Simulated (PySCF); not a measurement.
Excitation energy of Ag²⁺ by level of theory

Ag²⁺ [Kr] 4d9 (2D) → Ag²⁺ [Kr] 4d8 5s1 (4F), as a difference of total energies. All numbers are calculated (PySCF 2.14, scalar relativity through the core potential, in aug-cc-pwCVDZ-PP with ECP28MDF). Correlated levels: valence: 4s2 4p6 frozen; valence and next inner shell: nothing frozen outside the core potential. The calculations carry no spin-orbit coupling.

```
                                method  excitation energy (cm⁻¹)
                                   UHF                     58527
                                   LDA                     60353
                                   PBE                     59613
                                  PBE0                     61131
                                r2SCAN                     58435
                                  MN15                     67852
                               r2SCAN0                     59887
                                 HSE06                     60781
                                B2PLYP                     61855
                         MP2 (valence)                     65060
                     SCS-MP2 (valence)                     66108
    MP2 (valence and next inner shell)                     62243
SCS-MP2 (valence and next inner shell)                     62744
```
